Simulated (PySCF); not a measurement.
## Diatomics of Tl with the third period

CCSD(T) with double-zeta basis sets in PySCF, for the lowest determinant that a PBE0 search found; no spin–orbit coupling. De refers to high-spin ground-configuration atoms.

| M | basis | reference, frozen orbitals | state (unpaired electrons) | Re (Å) | ωe (cm⁻¹) | De (eV) |
| --- | --- | --- | --- | --- | --- | --- |
| Na | def2-SVP | RHF, 5 | singlet (closed shell) | 3.334 | 130 | 0.70 |
| Mg | def2-SVP | ROHF, 5 | doublet (π ↑) | 3.116 | 121 | 0.26 |
| Al | def2-SVP | UHF, 9 | triplet (σ ↑, π ↑) | 2.918 | 188 | 1.10 |
| Si | def2-SVP | UHF, 9 | quartet (σ ↑, π ↑↑) | 2.697 | 237 | 1.89 |
| P | def2-SVP | UHF, 9 | triplet (π ↑↑) | 2.761 | 226 | 1.22 |
| S | def2-SVP | UHF, 9 | doublet (π ↑) | 2.617 | 276 | 2.47 |
| Cl | def2-SVP | RHF, 9 | singlet (closed shell) | 2.520 | 302 | 3.88 |

(1) By what factor does the bond length vary along the series?

The state changes along the series, so neighbouring rows are not always alike in their bonding.

Correlated steps freeze the inner cores (5 to 9 orbitals); shallow outer-core shells are correlated. UHF and ROHF references stand side by side, which adds small steps between rows. Weak bonds: MgTl. Basis-set superposition, not corrected here, can be much of De in a small basis, most of all at correlated wavefunction levels. Spin–orbit coupling is left out, which matters for elements this heavy, above all for dissociation energies. Where the molecule has an RHF reference, its open-shell atoms are computed with UHF. States were picked by a PBE0 search and need not be the measured ground states.

Results:

(1) At CCSD(T) it runs from 2.520 Å (TlCl) to 3.334 Å (NaTl), a factor of 1.32.
